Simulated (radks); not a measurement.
Values are calculated unless marked as measured or tabulated.
Species: neutral calcium. Configuration: [Ar] 4s2. Level of theory: Dirac Kohn-Sham, PBE, spin-unpolarised, spherical densities, finite nucleus; Fermi nuclear charge, rms radius 3.4776 fm (a radial shooting solver on a logarithmic mesh with Libxc functionals).

Unscreened Slater integrals over Kohn-Sham orbitals (eV). Large and small components are both included.

integral,value
"F0(4s1/2,4s1/2)",6.1124
"F0(4s1/2,3p3/2)",7.8811
"G1(4s1/2,3p3/2)",0.46295
"F0(4s1/2,3p1/2)",7.8850
"G1(4s1/2,3p1/2)",0.45819
"F0(4s1/2,3s1/2)",7.9381
"G0(4s1/2,3s1/2)",0.30828
"F0(3p3/2,3p3/2)",19.335
"F2(3p3/2,3p3/2)",9.6918
"F0(3p3/2,3p1/2)",19.395
"G2(3p3/2,3p1/2)",9.7187
"F0(3p3/2,3s1/2)",20.214
"G1(3p3/2,3s1/2)",13.406
"F0(3p1/2,3p1/2)",19.456
"F0(3p1/2,3s1/2)",20.282
"G1(3p1/2,3s1/2)",13.460
"F0(3s1/2,3s1/2)",21.219
